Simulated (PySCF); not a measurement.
CH4O3, SMILES OC(O)O. Atoms are numbered in the order given.

```xyz
8

O     -0.1606     0.7062     1.0927
C      0.3448     0.0213     0.0000
O     -0.0352    -1.3245     0.0000
O     -0.1606     0.7062    -1.0927
H      0.1658     0.2476     1.8780
H      1.4572    -0.0077     0.0000
H     -1.0069    -1.3180     0.0000
H      0.1658     0.2476    -1.8780
```
Charge 0, spin multiplicity 1.

The structure is a stationary point at r2SCAN-D4/def2-SVP. The values are those of a single conformer.

Method: PBE/pcSseg-1 in PySCF.

GIAO shieldings, no solvent; atoms listed in one row are averaged. δ = σ(ref) − σ: ¹⁷O against H2O (σ = 334.3 ppm); ¹³C against TMS (σ = 182.0 ppm); ¹H against TMS (σ = 31.49 ppm), references at their B3LYP-D3(BJ)/def2-TZVP geometries, non-relativistic.

Q: Estimate the chemical shifts. (An estimate is asked for; the answer gives what the named calculation found.)

A: 
```csv
nucleus,atoms,count,δ (ppm)
¹⁷O,O3,1,150.1
¹⁷O,"O1, O4",2,127.0
¹³C,C2,1,112.3
¹H,H6,1,6.39
¹H,"H5, H7, H8",3,1.61
```
